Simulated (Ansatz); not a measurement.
Reaction (ligand exchange at a Ge–C bond): `F[CH2][GeH3]` + HI → `[GeH3][I]` + `CF`

Isolated molecules relaxed with PBE0-D4/def2-TZVP in Ansatz; ΔE leaves out vibrations. CBS: MP2 limit from def2 TZ/QZ plus the TZ coupled-cluster correction, frozen cores. This one scheme is used for every species. DFT in def2-TZVPP. B3LYP here is the variant with VWN-RPA as its local correlation; programs differ in this. def2 core potentials past Kr. For Ge, I outer-core shells are correlated without core-valence functions, which leaves a few kJ/mol of doubt a bond. Scalar relativity is left out up to krypton.

**Question.** Is it downhill or uphill in electronic energy at CCSD(T)/CBS, and by how much? (Estimate.)

**Answer.** The calculation gave: Downhill: ΔE = -113.7 kJ/mol.

**Question.** What do these levels give: B3LYP-D4, ωB97M-V, revPBE, HF/def2-SVP, CCSD/def2-SVP, CCSD/CBS(def2)? (Estimate.)

**Answer.** Computed: B3LYP-D4 -113.8, ωB97M-V -111.5, revPBE -111.2, HF/def2-SVP -128.2, CCSD/def2-SVP -111.9, CCSD/CBS(def2) -115.2 kJ/mol.

**Question.** What do rigid-rotor, harmonic-oscillator terms from PBE0-D4/def2-TZVP frequencies (298.15 K, 1 bar) make of the CCSD(T)/CBS value? (An estimate is asked.)

**Answer.** The calculation gave: ΔZPE = +13.2 kJ/mol, ΔH = -102.0 kJ/mol, ΔS = -2 J/(mol·K), ΔG = -101.5 kJ/mol.

Largest T1 diagnostic among the species: 0.011.

In def2-TZVPP, CCSD(T) changes the Hartree–Fock value by +22.8 kJ/mol (the triples alone add +1.5 kJ/mol) and MP2 by +14.1 kJ/mol. At CCSD(T), def2-SVP lies +3.5 kJ/mol from the extrapolated value and def2-TZVPP +6.0 kJ/mol. Leaving LDA and LC-ωPBE aside and taking each functional with its dispersion term where it has one, the values, not all of them listed here, spread over 15.1 kJ/mol, from BHLYP-D4 to revPBE-D4. LDA lies +9.0 kJ/mol from PBE without D4.
